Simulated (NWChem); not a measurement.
System meant: C₃H₃F₃; SMILES [C@H]1(F)CC1(F)F

NWChem input:

```
start job
memory heap 200 mb stack 900 mb global 1100 mb
geometry units angstroms noautoz
  F     -0.373954    -1.840889     0.378359
  C      0.491368    -0.809935     0.326445
  C      0.789551    -0.197714    -1.031476
  C     -0.027116     0.530300    -0.029297
  F     -1.332043     0.683566    -0.245497
  F      0.482694     1.604766     0.580682
  H      1.301555    -0.879083     1.060894
  H      1.808605     0.138073    -1.238742
  H      0.235440    -0.624062    -1.872378
end
basis spherical
  * library def2-svp
end
dft
  odft
  mult 2
  xc xpbe96 cpbe96
  iterations 150
  mulliken
end
task dft energy
```

End of the output:

```
 Summary of "ao basis" -> "" (spherical)
 ------------------------------------------------------------------------------
       Tag                 Description            Shells   Functions and Types
 ---------------- ------------------------------  ------  ---------------------
 *                          def2-svp                  on all atoms

  pbe96 is a nonlocal functional; adding pw91lda local functional.

                                 NWChem DFT Module
                                 -----------------

 Summary of "ao basis" -> "ao basis" (spherical)
 ------------------------------------------------------------------------------
       Tag                 Description            Shells   Functions and Types
 ---------------- ------------------------------  ------  ---------------------
 F                          def2-svp                 6       14   3s2p1d
 C                          def2-svp                 6       14   3s2p1d
 H                          def2-svp                 3        5   2s1p

 Summary of "ao basis" -> "ao basis" (spherical)
 ------------------------------------------------------------------------------
       Tag                 Description            Shells   Functions and Types
 ---------------- ------------------------------  ------  ---------------------
 F                          def2-svp                 6       14   3s2p1d
 C                          def2-svp                 6       14   3s2p1d
 H                          def2-svp                 3        5   2s1p

  number of electrons :                   48
  multiplicity        :                    2
 ------------------------------------------------------------------------
  no. of electrons and multiplicity not compatible                  48
 ------------------------------------------------------------------------
 ------------------------------------------------------------------------
  current input line :
    24: task dft energy
 ------------------------------------------------------------------------
 ------------------------------------------------------------------------
 There is an error in the input file
 ------------------------------------------------------------------------
 For more information see the NWChem manual at https://nwchemgit.github.io

0: no. of electrons and multiplicity not compatible:Received an Error in Communication
```

Task: Find the fault in this run and fix the input.

Result: The program refused the input. Cause: the multiplicity doesn't fit the number of electrons (an even count wants an odd multiplicity, and the reverse). This input runs:
```
start job
memory heap 200 mb stack 900 mb global 1100 mb
geometry units angstroms noautoz
  F     -0.373954    -1.840889     0.378359
  C      0.491368    -0.809935     0.326445
  C      0.789551    -0.197714    -1.031476
  C     -0.027116     0.530300    -0.029297
  F     -1.332043     0.683566    -0.245497
  F      0.482694     1.604766     0.580682
  H      1.301555    -0.879083     1.060894
  H      1.808605     0.138073    -1.238742
  H      0.235440    -0.624062    -1.872378
end
basis spherical
  * library def2-svp
end
dft
  xc xpbe96 cpbe96
  iterations 150
  mulliken
end
task dft energy
```
It converges to -414.85357 Ha (PBE/def2-SVP).
